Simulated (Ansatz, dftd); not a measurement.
System: GaCl, charge 0, singlet. GaCl (SMILES [Ga][Cl]).
B3LYP-D3(BJ)/def2-TZVP minimum from Ansatz (a quantum-chemistry and plane-wave program):
```
Ga
Cl 1 2.2389
```
Charge 0, spin multiplicity 1.

Wanted: atomisation energy (electronic, to ground-state atoms), in kcal/mol. UHF or UKS for unpaired electrons; spin-orbit terms are left out. Cores are frozen in correlated methods (noble-gas shells, and filled d and f shells in the p block). No relativity. CBS(X,Y): correlation extrapolated as X^-3, Hartree-Fock from the larger set. A bracket is a step between two methods taken in the basis named. Double hybrids freeze cores in their MP2 part. Where a partner has so few electrons that a lower coupled-cluster level is exact, that level stands in.

```json
[
 {"level": "HF/def2-SVP", "program": "Ansatz", "atomisation energy (kcal/mol)": "83.1", "difference against the last row": "-30.0"},
 {"level": "r2SCAN-D4/def2-TZVPD", "program": "Ansatz + dftd4", "atomisation energy (kcal/mol)": "114.0", "difference against the last row": "0.9"},
 {"level": "r2SCAN/def2-TZVPD", "program": "Ansatz", "atomisation energy (kcal/mol)": "113.8", "difference against the last row": "0.7"},
 {"level": "r2SCANh/def2-TZVPD", "program": "Ansatz", "atomisation energy (kcal/mol)": "112.5", "difference against the last row": "-0.6"},
 {"level": "CAM-B3LYP-D3(BJ)/def2-TZVPD", "program": "Ansatz + dftd3", "atomisation energy (kcal/mol)": "110.5", "difference against the last row": "-2.6"},
 {"level": "B2GP-PLYP-D3(BJ)/def2-TZVPD", "program": "Ansatz + dftd3", "atomisation energy (kcal/mol)": "112.6", "difference against the last row": "-0.5"},
 {"level": "B2GP-PLYP-D4/def2-TZVPD", "program": "Ansatz + dftd4", "atomisation energy (kcal/mol)": "111.3", "difference against the last row": "-1.8"},
 {"level": "CCSDT(Q)/def2-TZVPP", "program": "Ansatz", "atomisation energy (kcal/mol)": "108.9", "difference against the last row": "-4.2"},
 {"level": "CCSDT(Q)/def2-QZVPP", "program": "Ansatz", "atomisation energy (kcal/mol)": "111.3", "difference against the last row": "-1.8"},
 {"level": "CCSD(T)/CBS(def2-TZVPP,def2-QZVPP) + [CCSDT(Q) - CCSD(T)]/def2-QZVPP", "program": "Ansatz", "atomisation energy (kcal/mol)": "113.2", "difference against the last row": "0.1"},
 {"level": "CCSD(T)/CBS(def2-TZVPP,def2-QZVPP) + [CCSDT(Q) - CCSD(T)]/def2-QZVPP + [CCSDTQ - CCSDT(Q)]/def2-SVP", "program": "Ansatz", "atomisation energy (kcal/mol)": "113.1", "difference against the last row": "0.0"}
]
```
